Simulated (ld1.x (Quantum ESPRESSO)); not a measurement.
## La (Z = 57): excitation energies, all-electron against TM

lanthanum, norm-conserving Troullier–Martins (Kleinman–Bylander form), made with ld1.x (Quantum ESPRESSO) 7.5 (PBE, scalar-relativistic). Core [Kr] 4d10 5s2, reference 4f0 5p6 5d1 6s2 6p0. Waves: 6s (bound): rc 3.20 bohr; 5p (bound): rc 2.65 bohr; 5d (bound): rc 3.04 bohr; 4f (bound, empty): rc 1.05 bohr. Local part: the f channel. Core correction: Bessel-smoothed model core inside 0.65 bohr.

Energies are relative to the spin-unpolarised reference configuration 4f0 5p6 5d1 6s2 6p0; without spin polarisation the order of configurations can differ from experiment. Not all tests gave a result: 3 of 7 tests not solved or not reliable. Left out of the table: 4f0 5p6 5d1 6s1 6p0 (solver errors, printed error -1.6 eV); 4f0 5p5 5d1 6s2 6p0 (solver errors, printed error -26.5 eV); 4f0 5p6 5d0 6s2 6p0 (solver errors, printed error -10.9 eV).

| valence configuration | charge | ΔE all-electron (eV) | error AE − PS (meV) |
| --- | --- | --- | --- |
| 4f0 5p6 5d1 6s0 6p0 | +2 | 16.854 | -11 |
| 4f0 5p6 5d0 6s0 6p0 | +3 | 35.804 | +24 |
| 4f0 5p6 5d2 6s0 6p0 | +1 | 6.034 | -46 |

(1) What are ΔE and the potential's error for 4f0 5p6 5d1 6s1.5 6p0?

Note: ghost states, extra bound levels that the all-electron valence spectrum of the same l lacks: s at -842.7 eV, p at -416.3 eV, s at -233.9 eV, d at -184.8 eV, s at -9.6 eV. A true bound ghost makes a file unfit for plane-wave use.

## Answers

(1) ΔE = 2.399 eV all-electron; the error (AE − PS) is -2.3 meV.
